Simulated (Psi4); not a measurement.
H$_{4}$OSSiZn (SMILES [SiH3][O][Zn][SH]), singlet, at a GFN2-xTB geometry (such geometries of metal compounds can be far from the true shape); PBE/cc-pV(D+d)Z in Psi4 1.11.

Input for Psi4:
```
memory 2 GB

molecule mol {
0 1
  Zn   -0.218937    0.145537    0.449324
  S    -1.618917    1.676882    1.191082
  H    -1.621668    1.340553    2.469424
  O     0.671596   -0.561199   -0.859690
  Si    1.643423   -1.601394   -1.617373
  H     0.995428   -2.917970   -1.640576
  H     2.916668   -1.682134   -0.891096
  H     1.799664   -1.027572   -2.954019
}

set basis cc-pv(d+d)z
set reference rks

energy('pbe')
print_variables()
```

**Question.** Write the output that Psi4 gives for this input, abridged.

**Answer.** 
```
   => Loading Basis Set <=

    Name: CC-PV(D+D)Z
    Role: ORBITAL
    Keyword: BASIS

         ---------------------------------------------------------
                                   SCF
               by Justin Turney, Rob Parrish, Andy Simmonett
                          and Daniel G. A. Smith
                              RKS Reference
         ---------------------------------------------------------

  ==> Geometry <==

    Molecular point group: c1
    Full point group: C1

    Geometry (in Angstrom), charge = 0, multiplicity = 1:

       Center              X                  Y                   Z               Mass
    ------------   -----------------  -----------------  -----------------  -----------------
         ZN          -0.184786248864     0.112053899663     0.416200658008    63.929142010000
         S           -1.584766248864     1.643398899663     1.157958658008    31.972071174400
         H           -1.587517248864     1.307069899663     2.436300658008     1.007825032230
         O            0.705746751136    -0.594682100337    -0.892813341992    15.994914619570
         SI           1.677573751136    -1.634877100337    -1.650496341992    27.976926534650
         H            1.029578751136    -2.951453100337    -1.673699341992     1.007825032230
         H            2.950818751136    -1.715617100337    -0.924219341992     1.007825032230
         H            1.833814751136    -1.061055100337    -2.987142341992     1.007825032230

  Running in c1 symmetry.

  Rotational constants: A =      1.17156  B =      0.03259  C =      0.03206 [cm^-1]
  Rotational constants: A =  35122.47795  B =    977.06154  C =    961.19392 [MHz]
  Nuclear repulsion =  384.472857951305741

  Charge       = 0
  Multiplicity = 1
  Electrons    = 72
  Nalpha       = 36
  Nbeta        = 36

  ==> Algorithm <==

  SCF Algorithm Type is DF.
  DIIS enabled.
  MOM disabled.
  Fractional occupation disabled.
  Guess Type is SAD.
  Energy threshold   = 1.00e-06
  Density threshold  = 1.00e-06
  Integral threshold = 1.00e-12

  ==> Primary Basis <==

  Basis Set: CC-PV(D+D)Z
    Blend: CC-PV(D+D)Z
    Number of shells: 51
    Number of basis functions: 123
    Number of Cartesian functions: 134
    Spherical Harmonics?: true
    Max angular momentum: 3

  ==> DFT Potential <==

   => LibXC <=

    Version 7.1.2
    S. Lehtola, C. Steigemann, M. J. T. Oliveira, and M. A. L. Marques,  SoftwareX 7, 1–5 (2018) (10.1016/j.softx.2017.11.002)

   => Composite Functional: PBE <=

    PBE GGA Exchange-Correlation Functional

    J.P. Perdew et. al., Phys. Rev. Lett., 77(18), 3865-3868, 1996

    Deriv               =              1
    GGA                 =           TRUE
    Meta                =          FALSE

    Exchange Hybrid     =          FALSE
    MP2 Hybrid          =          FALSE

   => Exchange Functionals <=

    1.0000     XC_GGA_X_PBE

   => Correlation Functionals <=

    1.0000     XC_GGA_C_PBE

   => LibXC Density Thresholds  <==

    XC_GGA_C_PBE:  1.00E-12
    XC_GGA_X_PBE:  1.00E-15

   => Molecular Quadrature <=

    Radial Scheme          =       TREUTLER
    Pruning Scheme         =           NONE
    Nuclear Scheme         =       TREUTLER

    Blocking Scheme        =         OCTREE
    BS radius alpha        =              1
    Pruning alpha          =              1
    Radial Points          =             75
    Spherical Points       =            302
    Total Points           =         173913
    Total Blocks           =           1363
    Max Points             =            256
    Max Functions          =            118
    Weights Tolerance      =       1.00E-15

   => Loading Basis Set <=

    Name: (CC-PV(D+D)Z AUX)
    Role: JKFIT
    Keyword: DF_BASIS_SCF

  ==> Integral Setup <==

  SCF_SUBTYPE=INCORE selected. In-core MEM_DF algorithm will be used.
  Using in-core AOs.

  ==> MemDFJK: Density-Fitted J/K Matrices <==

    J tasked:                   Yes
    K tasked:                    No
    wK tasked:                   No
    Algorithm:                 Core
    Schwarz Cutoff:           1E-12
    Mask sparsity (%):       5.8695
    Fitting Condition:        1E-10

   => Auxiliary Basis Set <=

  Basis Set: (CC-PV(D+D)Z AUX)
    Blend: CC-PVDZ-JKFIT + DEF2-UNIVERSAL-JKFIT
    Number of shells: 190
    Number of basis functions: 650
    Number of Cartesian functions: 818
    Spherical Harmonics?: true
    Max angular momentum: 6

  Minimum eigenvalue in the overlap matrix is 2.9166601619E-03.
  Reciprocal condition number of the overlap matrix is 6.3435626240E-04.
    Using symmetric orthogonalization.

  ==> Pre-Iterations <==

  SCF Guess: Superposition of Atomic Densities via on-the-fly atomic UHF (no occupation information).

   -------------------------
    Irrep   Nso     Nmo
   -------------------------
     A        123     123
   -------------------------
    Total     123     123
   -------------------------

  ==> Iterations <==

                           Total Energy        Delta E     RMS |[F,P]|

   @DF-RKS iter SAD: -2541.35599934968786   -2.54136e+03   0.00000e+00
   @DF-RKS iter   1: -2540.97804125321727    3.77958e-01   3.38695e-02 ADIIS/DIIS
   @DF-RKS iter   2: -2486.12880505465046    5.48492e+01   8.11409e-02 ADIIS/DIIS
   @DF-RKS iter   3: -2542.82840477569653   -5.66996e+01   2.29866e-02 ADIIS/DIIS
   @DF-RKS iter   4: -2543.98157992938832   -1.15318e+00   4.32588e-03 ADIIS/DIIS
   @DF-RKS iter   5: -2544.01507167557565   -3.34917e-02   4.70677e-03 ADIIS/DIIS
   @DF-RKS iter   6: -2544.13384549444982   -1.18774e-01   1.77101e-03 ADIIS/DIIS
   @DF-RKS iter   7: -2544.15351056708914   -1.96651e-02   3.88808e-04 ADIIS/DIIS
   @DF-RKS iter   8: -2544.15454731205409   -1.03674e-03   1.47435e-04 ADIIS/DIIS
   @DF-RKS iter   9: -2544.15476837309097   -2.21061e-04   5.40723e-05 DIIS
   @DF-RKS iter  10: -2544.15479138238106   -2.30093e-05   1.13419e-05 DIIS
   @DF-RKS iter  11: -2544.15479241017829   -1.02780e-06   1.85904e-06 DIIS
   @DF-RKS iter  12: -2544.15479243478467   -2.46064e-08   4.98104e-07 DIIS
  Energy and wave function converged.

  ==> Post-Iterations <==

   Electrons on quadrature grid:
      Ntotal   =   72.0000014099 ; deviation = 1.410e-06

    Orbital Energies [Eh]
    ---------------------

    Doubly Occupied:

[...]
    Virtual:

[...]
    Final Occupation by Irrep:
              A
    DOCC [    36 ]
    NA   [    36 ]
    NB   [    36 ]

  @DF-RKS Final Energy: -2544.15479243478467

   => Energetics <=

    Nuclear Repulsion Energy =            384.4728579513057412
    One-Electron Energy =               -4306.3041846676342175
    Two-Electron Energy =                1504.8997124666425407
    DFT Exchange-Correlation Energy =    -127.2231781850989165
    Empirical Dispersion Energy =           0.0000000000000000
    VV10 Nonlocal Energy =                  0.0000000000000000
    Total Energy =                      -2544.1547924347846674

Computation Completed

Properties will be evaluated at   0.000000,   0.000000,   0.000000 [a0]

Properties computed using the SCF density matrix

 Multipole Moments:

 ------------------------------------------------------------------------------------
     Multipole            Electronic (a.u.)      Nuclear  (a.u.)        Total (a.u.)
 ------------------------------------------------------------------------------------

 L = 1.  Multiply by 2.5417464519 to convert [e a0] to [Debye]
 Dipole X            :         -4.5352276            4.6465608            0.1113331
 Dipole Y            :          4.1995417           -4.5557370           -0.3561954
 Dipole Z            :          5.2315429           -4.5067278            0.7248152
 Magnitude           :                                                    0.8152467

 ------------------------------------------------------------------------------------

  Variable Map:
  ----------------------------------------------------------------------------
[...]
  Array Variable Map:
  ----------------------------------------------------------------------------
[...]
[...]
```
